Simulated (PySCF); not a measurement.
## Working out the ionisation energy of O⁺

O⁺ [He] 2s2 2p3 (4S) → O²⁺ [He] 2s2 2p2 (3P). Computed with PySCF 2.14 in def2-SVP (3s2p1d, 14 functions), with the non-relativistic Hamiltonian (point nucleus). Frozen: 1s2. Energies in hartree (1 hartree = 27.21139 eV):

| part | O⁺ (lower) | O²⁺ (upper) |
| --- | --- | --- |
| UHF | -74.276071 | -72.999874 |
| CCSD correlation | -0.083874 | -0.077611 |
| (T) | -0.000568 | -0.000633 |

Question: What does Hartree-Fock give?

Answer: (-72.999874) − (-74.276071) = 1.276197 hartree = 34.727 eV.

Question: What do CCSD and CCSD(T) give?

Answer: The CCSD correlation energies differ by 0.006263 hartree = 0.170 eV and the triples by -0.000065 hartree = -0.002 eV, so CCSD gives 34.897 eV and CCSD(T) 34.895 eV.

Reference: 35.121 eV (measured; NIST Atomic Spectra Database, ionization energies), between the lowest levels; spin-orbit coupling is absent from the calculation.

A double-zeta basis recovers only part of the correlation energy.

What remains against the reference includes basis incompleteness, the frozen core and higher excitations.
